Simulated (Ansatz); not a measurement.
Energy difference R1 → P1 + P2, each structure at its B3LYP-D3(BJ)/def2-TZVP stationary point, reached from a drawn start (curvature not checked).
R1: F6W (SMILES [F][W]([F])([F])([F])([F])[F]), charge 0, multiplicity 1.
P1, F5W (SMILES [F][W]([F])([F])([F])[F]) (charge 0, multiplicity 2):
```xyz
6

W     -0.029     0.046     0.000
F     -0.029     0.052     1.897
F     -0.028     0.040    -1.898
F      1.805    -0.147     0.000
F     -0.920     1.638    -0.005
F     -0.798    -1.629     0.005
```
P2: F atom, charge 0, multiplicity 2.

P less R. No zero-point or thermal terms; singlets are restricted closed shells; open shells are unrestricted; no spin–orbit coupling. The spin states of the d-block species are the ones drawn and need not be the lowest.

Correlated levels freeze the cores.

Programs: Ansatz (a quantum-chemistry and plane-wave program) with Gaussian orbitals. No computed number here is a measurement. Elements past Kr take the def2 small-core potentials, without spin–orbit coupling.

Total energies in hartree:

| structure | PBE/def2-TZVPP | B3LYP/def2-TZVPP | CCSD(T)/def2-TZVPP |
|---|---|---|---|
| R1 | -666.240405 | -666.754611 | -665.344654 |
| P1 | -566.359843 | -566.794599 | -565.533472 |
| P2 | -99.669123 | -99.770147 | -99.625056 |

### Question
Work out the reaction energy at each level in kcal/mol (1 hartree = 627.50947 kcal/mol), and say how far PBE/def2-TZVPP lies from CCSD(T)/def2-TZVPP.

### Answer
- PBE/def2-TZVPP: (-566.359843) + (-99.669123) − (-666.240405) = 0.211439 hartree = 132.68 kcal/mol
- B3LYP/def2-TZVPP: (-566.794599) + (-99.770147) − (-666.754611) = 0.189865 hartree = 119.14 kcal/mol
- CCSD(T)/def2-TZVPP: (-565.533472) + (-99.625056) − (-665.344654) = 0.186126 hartree = 116.80 kcal/mol
PBE/def2-TZVPP less CCSD(T)/def2-TZVPP: 15.88 kcal/mol. CCSD(T)/def2-TZVPP is the level counted from, the highest shown, and no exact or measured value.
